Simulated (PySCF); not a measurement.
C₃H₇O₂, SMILES C[C](O)CO, multiplicity 2.

The structure is a stationary point at B3LYP-D3(BJ)/def2-SVP. The isomer is the one that the SMILES or the coordinates give; other isomers of the formula were not compared. Other conformers were not sampled.

Computed with TDA-CAM-B3LYP/def2-SVPD (PySCF).

Vertical excitations. Isolated molecule, no solvent.

Computed UV-visible absorptions:
```
state    energy (eV)  λ (nm)      f                                                   main pairs
-------  -----------  ------  -----  -----------------------------------------------------------
root 1          4.17     297  0.002                                             α HOMO→LUMO 94 %
root 2          5.37     231  0.012                                           α HOMO→LUMO+1 89 %
root 3          5.63     220  0.003                         α HOMO→LUMO+2 59 %, β HOMO→LUMO 28 %
root 4          5.65     219  0.003                         α HOMO→LUMO+2 33 %, β HOMO→LUMO 56 %
root 5          6.18     201  0.009                                           α HOMO→LUMO+3 90 %
root 6          6.55     189  0.008                                           α HOMO→LUMO+4 81 %
root 7          6.65     186  0.006                                           β HOMO−1→LUMO 68 %
root 8          6.77     183  0.019                                           α HOMO→LUMO+5 79 %
root 9          6.96     178  0.001   α HOMO−1→LUMO 26 %, β HOMO→LUMO+1 36 %, β HOMO−1→LUMO 11 %
root 10         7.20     172  0.003  α HOMO−1→LUMO 43 %, α HOMO−1→LUMO+1 7 %, β HOMO→LUMO+1 33 %
```
Unrestricted roots are not spin-pure.
